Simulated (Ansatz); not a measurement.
Isolated molecules relaxed with PBE0-D4/def2-TZVP in Ansatz; ΔE leaves out vibrations. CCSD(T)/CBS is the MP2 limit (def2-TZVPP, def2-QZVPP) plus CCSD(T) − MP2 in def2-TZVPP, frozen cores. This one scheme is used for every species. DFT in def2-TZVPP. For Ge outer-core shells are correlated without core-valence functions, which leaves a few kJ/mol of doubt a bond. Scalar relativity is left out up to krypton. One conformer a species, not always the lowest.

`N[SiH2][GeH2][Cl]` → `[Cl][GeH]` + `N[SiH3]`  (germylene formation by 1,1-elimination)

```
             level  ΔE (kJ/mol)
           LC-ωPBE        148.0
RPA@PBE/def2-TZVPP        119.8
    MP2/def2-TZVPP        146.9
    CCSD/CBS(def2)        126.7
```

Q: What does CCSD(T)/CBS give? (Estimate.)

A: The calculation gave: +130.6 kJ/mol. The listed levels differ from it by 17.4, -10.8, 16.3, -3.9 kJ/mol.

Q: What do rigid-rotor, harmonic-oscillator terms from PBE0-D4/def2-TZVP frequencies (298.15 K, 1 bar) make of the CCSD(T)/CBS value? (Estimate.)

A: Computed: ΔZPE = -8.7 kJ/mol, ΔH = +123.5 kJ/mol, ΔS = 154 J/(mol·K), ΔG = +77.5 kJ/mol. Modes under 50 cm⁻¹ make the entropy rough.

Largest T1 diagnostic among the species: 0.013.

The D4 term adds +16.0 kJ/mol with B3LYP and +9.0 kJ/mol with PBE0; it sums over pairs of atoms, weighted by their polarisabilities, and B3LYP, whose exchange is more repulsive, gets the larger term. From r2SCAN to r2SCAN0 (25 % exact exchange), in def2-TZVPP and without D4, ΔE moves by +3.6 kJ/mol.

CCSD(T)/CBS has its own doubt, a few kJ/mol and more with outer-core shells, so smaller differences from it don't rank the levels.

B3LYP here is the variant with VWN-RPA as its local correlation; programs differ in this.
